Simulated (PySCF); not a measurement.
# Te⁺ (tellurium, charge +1) across methods

[Kr] 4d10 5s2 5p2 5d1, one real determinant (an excited configuration). All numbers are calculated (PySCF 2.14, the spin-free X2C one-electron Hamiltonian (Gaussian nucleus), in aug-cc-pwCVTZ-DK3). The B2PLYP total includes its PT2 part (frozen core); its orbital energies are those of the SCF part.

```csv
method,E (hartree),mean ε 5s β (eV),mean ε 5p α (eV),mean ε 5d α (eV),Σ⟨r²⟩ (bohr²),⟨S²⟩
LDA,-6786.42,-25.128,-16.449,-5.785,58.65,3.750
B2PLYP,-6792.07,-26.654,-18.708,-6.546,59.73,3.751
UHF,-6789.93214,-27.602,-20.879,-7.237,60.63,3.753
PBE0,-6792.43,-25.709,-17.659,-6.311,59.07,3.751
BLYP,-6793.02,-24.834,-16.057,-5.640,59.30,3.750
r2SCAN,-6792.77,-24.809,-16.832,-5.836,59.46,3.751
PBE,-6792.36,-24.676,-16.355,-5.842,59.02,3.751
HSE06,-6792.35,-25.416,-17.218,-5.957,59.16,3.751
```

⟨L²⟩ = 7.83 against 12 for a pure F term, so this real determinant mixes terms. The outer electron is Rydberg-like, and this basis confines it to a smaller radius and binds it less than a complete one would.
